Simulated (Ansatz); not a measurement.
C$_{2}$H$_{6}$FNO$_{2}$W (`C[N]=[W](=[O])([F])[O]C`). The species carries charge 0 and has multiplicity 1. W: def2 effective core potential. The structure was optimised at the PBE0-D4/def2-TZVP level. It is one conformer, not always the lowest.

```xyz
13

C     2.316    0.329    0.075
N     1.089   -0.386    0.056
W    -0.256   -1.193   -0.706
O    -0.063   -1.059   -2.398
F    -0.247   -2.994   -0.174
O    -1.814   -0.309   -0.187
C    -2.166    0.795    0.610
H     3.085   -0.255    0.591
H     2.196    1.272    0.617
H     2.666    0.552   -0.939
H    -3.014    0.517    1.241
H    -1.331    1.103    1.245
H    -2.461    1.629   -0.032
```

Problem. What is the dipole moment at r2SCAN/def2-TZVPP? (Best estimate.)

Solution. Computed: 3.79 D, with components (-0.10, 2.72, 2.64) D in this frame, pointing from negative to positive charge.

Problem. And with PBE, B3LYP, ωB97M-V? (Estimate.)

Solution. Computed: PBE 3.70 D, B3LYP 3.86 D, ωB97M-V 3.78 D.

Problem. Give the Mulliken charges with r2SCAN, ωB97M-V, B3LYP in def2-TZVPP. (An estimate is asked.)

Solution. The calculation gave: 
```tsv
atom	r2SCAN	ωB97M-V	B3LYP
C1	0.01	-0.19	-0.13
N2	-0.43	-0.39	-0.40
W3	1.19	1.17	1.18
O4	-0.44	-0.43	-0.44
F5	-0.35	-0.34	-0.35
O6	-0.42	-0.41	-0.41
C7	0.03	-0.15	-0.10
H8	0.07	0.13	0.11
H9	0.06	0.12	0.10
H10	0.07	0.12	0.11
H11	0.07	0.13	0.12
H12	0.07	0.12	0.11
H13	0.07	0.13	0.12
```

B3LYP here is the variant with VWN-RPA as its local correlation; programs differ in this.
